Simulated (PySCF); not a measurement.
Constitutional and geometric isomers with formula CH3BSi. All species are isolated molecules in the gas phase. Strings in code marks are SMILES.

The LUMO from two functionals at the same geometries (B3LYP-D3(BJ)/def2-TZVP), both in PySCF: PBE-D3(BJ)/def2-TZVP and B3LYP-D3(BJ)/def2-TZVP. B3LYP has the VWN-RPA correlation part, as in Gaussian. 

```csv
species,PBE-D3(BJ)/def2-TZVP (eV)
`B1=C[SiH2]1`,-3.47
`B1C=[SiH]1`,-2.44
`B=C=[SiH2]`,-3.45
```

Task: What does B3LYP-D3(BJ)/def2-TZVP give for each?

Result: 
- `B1=C[SiH2]1`: -2.79
- `B1C=[SiH]1`: -1.74
- `B=C=[SiH2]`: -2.79
Over these rows, drawn at random from the members with no instability flagged (it was tested for open shells, ions and some series alone), PBE minus B3LYP-D3(BJ): mean -0.68 eV, from -0.71 eV to -0.66 eV.
